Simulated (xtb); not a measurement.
C10H7FS, SMILES c1cccc(-c2scc(F)c2)c1. All values are semi-empirical tight-binding results from xtb (GFN2-xTB unless named), good for trends rather than for accurate numbers. Geometry optimised at GFN2-xTB. The values are those of a single conformer.

Optimised geometry:

```xyz
19

F      3.6974    -1.3507     0.5777
C      2.6576    -0.5660     0.2518
C      2.8046     0.6866    -0.2540
S      1.2740     1.3957    -0.5537
C      0.4304    -0.0215     0.0133
C     -1.0184    -0.0657     0.0185
C     -1.7049    -1.1921     0.4791
C     -3.0857    -1.2210     0.4779
C     -3.8102    -0.1329     0.0196
C     -3.1413     0.9903    -0.4390
C     -1.7613     1.0241    -0.4398
C      1.3218    -0.9820     0.4095
H      3.7094     1.2193    -0.4628
H     -1.1566    -2.0477     0.8401
H     -3.6009    -2.0996     0.8374
H     -4.8895    -0.1604     0.0203
H     -3.6981     1.8430    -0.7980
H     -1.2423     1.9014    -0.7985
H      1.0612    -1.9481     0.7980
```
Charge 0, spin multiplicity 1.

Computed properties:
| Property | Result |
|---|---|
| point group as xtb finds it | Cs |
| orbital gap | 2.98 eV |
| zero-point energy | 84.9 kcal/mol |
| G − E(el) at 298.15 K (modified RRHO) | 61.6 kcal/mol |
| static polarisability (D4 model) | 128.1 bohr³ |
| solvation energy, GFN2-xTB/ALPB(water) | -1.4 kcal/mol |
| solvation energy, GFN2-xTB/ALPB(hexane) | -8.0 kcal/mol |

Problem. Give the atomic charges and the Wiberg bond orders between heavy atoms. (An estimate is asked for; the answer gives what the named calculation found.)

Solution. charges (e) F1 -0.22, C2 0.16, C3 -0.05, S4 -0.01, C5 0.02, C6 0.01, C7 -0.03, C8 -0.03, C9 -0.03, C10 -0.03, C11 -0.03, C12 -0.07, H13 0.06, H14 0.04, H15 0.04, H16 0.04, H17 0.04, H18 0.04, H19 0.06. Bond orders F1–C2 0.96, C2–C3 1.55, C3–S4 1.19, S4–C5 1.14, C5–C6 1.11, C6–C7 1.36, C7–C8 1.46, C8–C9 1.43, C9–C10 1.43, C6–C11 1.37, C10–C11 1.46, C2–C12 1.26, C5–C12 1.54.
